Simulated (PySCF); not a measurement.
WH5, SMILES [WH5] (connectivity only; charge and spin as stated), neutral, multiplicity 2.

Coordinates come from a B3LYP-D3(BJ)/def2-TZVPD optimisation. The multiplicity is an assumed one; other spin states were not compared. The def2 effective core potentials stand for the cores of W; spin–orbit coupling is left out.

Two levels are set side by side: PBE/def2-TZVPD (PySCF) and PBE0/def2-TZVPD (PySCF). Same geometry, gas phase. Differences are taken from unrounded values.

```
quantity                     PBE0
---------------------------  ----
α-spin orbital gap (eV)      4.12
β-spin orbital gap (eV)      5.94
dipole moment (D)            0.90
mean polarisability (bohr³)  52.1
```

What does PBE give, and how far is it from PBE0? (Estimate from the structure and the level; the computed values follow.)


| quantity | PBE | PBE minus PBE0 |
|---|---|---|
| α-spin orbital gap (eV) | 1.79 | -2.33 |
| β-spin orbital gap (eV) | 3.46 | -2.48 |
| dipole moment (D) | 0.89 | -0.01 |
| mean polarisability (bohr³) | 53.6 | 1.5 |

Rough cost on one machine, each run with all the roots and properties that it gave: PBE0 against PBE within a factor of 2.
